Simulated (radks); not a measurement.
Tc, 43 electrons, occupied as [Kr] 4d4 5p3 (not the ground configuration). All-electron calculation, scalar-relativistic Kohn-Sham, PBEsol, spin-polarised, spherical densities, point nucleus; open shells are filled with parallel spins first (spin-orbit coupling, left out, can overturn this in heavy ions). Program: a radial shooting solver on a logarithmic mesh with Libxc functionals.

Normalised radial functions P(r) = r R(r), r in bohr:

r,4s up,4p up
0.005855,0.1578,0.0127
0.007872,0.1894,0.0214
0.01058,0.2186,0.0356
0.01412,0.2376,0.0574
0.01898,0.2363,0.0916
0.02552,0.1989,0.1411
0.03431,0.1104,0.2065
0.04613,-0.0342,0.2812
0.06152,-0.2092,0.3432
0.08271,-0.3626,0.3565
0.1112,-0.3868,0.2663
0.1495,-0.1901,0.0390
0.1994,0.1898,-0.2721
0.2681,0.5541,-0.5271
0.3605,0.5594,-0.4976
0.4846,0.0578,-0.0830
0.6464,-0.6551,0.5229
0.869,-1.1095,0.9854
1.168,-1.0063,1.0114
1.571,-0.5715,0.6813
2.095,-0.2095,0.3143
2.817,-0.0441,0.0915
3.787,-0.0048,0.0155
5.092,-0.0002,0.0013
6.791,0.0000,0.0000
9.13,0.0000,0.0000
12.28,0.0000,0.0000

4s up: eigenvalue -81.303 eV, 3 radial nodes at r = 0.0434, 0.175, 0.496 bohr, <r> = 1.05 bohr, 90 % of the charge inside 1.53 bohr. 4p up: eigenvalue -53.167 eV, 2 radial nodes at r = 0.155, 0.505 bohr, <r> = 1.16 bohr, 90 % of the charge inside 1.72 bohr.
